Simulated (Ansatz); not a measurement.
The cluster Cs₃H₄⁻. Total charge -1; singlet. Geometry PBE-D4/def2-TZVPD, basis def2-TZVPD, Ansatz.

Cartesian coordinates in Å:
```
Cs -0.9161 2.1974 -0.6895
Cs -1.4556 -2.0054 -0.0945
Cs 2.4552 -0.2904 0.1729
H 1.6168 2.4124 0.6381
H 0.2332 -0.2701 -1.6912
H -2.9224 0.4213 0.3321
H 0.9889 -2.4653 1.3322
```

| run | HOMO (eV) | LUMO (eV) |
| --- | --- | --- |
| A | -0.41 | 2.01 |
| B | -2.11 | 2.03 |
| C | -0.96 | 2.05 |
| D | -2.92 | 1.98 |
| E | -3.22 | 2.23 |
| F | -0.88 | 1.89 |

In the def2 sets Cs takes a core potential; there is no spin–orbit coupling. The structure comes from a short search, and lower isomers may exist.

**Question.** The runs used CAM-B3LYP, HF, PBE0, r2SCAN0, r2SCANh, ωB97M-V. Estimate which is which.

**Answer.** A r2SCANh (10 % exact exchange); B CAM-B3LYP (range-separated); C r2SCAN0 (25 % exact exchange); D ωB97M-V (range-separated); E HF (100 % exact exchange); F PBE0 (25 % exact exchange). Exact exchange lowers occupied and raises empty levels; among semilocal functionals meta-GGAs tend to open the gap a little, and such runs are hard to tell apart. The gap grows from 2.43 eV (r2SCANh) to 5.45 eV (HF).
